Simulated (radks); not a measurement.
Question: Coulomb parameter of the 3d shell of the cobalt ion Co3+ in the model configuration [Ar] 3d4.5 4s1.5, as a second difference U = [E(n + 0.25) + E(n - 0.25) - 2 E(n)] / (0.25)^2 with all orbitals relaxed. "Bare": the charge of the atom changes with n. "Screened": the 4s shell takes up the change at fixed total charge, which measures U(3d,3d) + U(4s,4s) - 2 U(3d,4s). Method: Dirac Kohn-Sham, LDA (Slater exchange, Perdew-Wang correlation), spin-unpolarised, spherical densities, finite nucleus; open shells are shared between the two j in proportion to 2j + 1; Fermi nuclear charge, rms radius 3.7875 fm; computed with a radial shooting solver on a logarithmic mesh with Libxc functionals. Estimate both.

Answer: U(bare) = 21.258 eV, U(screened by 4s) = 5.737 eV.
